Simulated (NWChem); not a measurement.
A series in which one site is exchanged, each optimised at PBE0/def2-SVP with NWChem, gas phase unless a solvent is named. For some, no frequency run checked for a minimum. def2 effective core potentials on Cd, I; no spin-orbit coupling.

A: Cl[Se]I (SeICl; site = Se)
B: [Cl][Mg][I] (MgICl; site = Mg)
C: [Cl][Cd][I] (CdICl; site = Cd)
D: [Cl][Be][I] (BeICl; site = Be)

Rank them by lowest singlet excitation, CAM-B3LYP/def2-SVPD, TDA (eV), lowest first.

A (2.24), C (4.47), B (4.86), D (6.13)
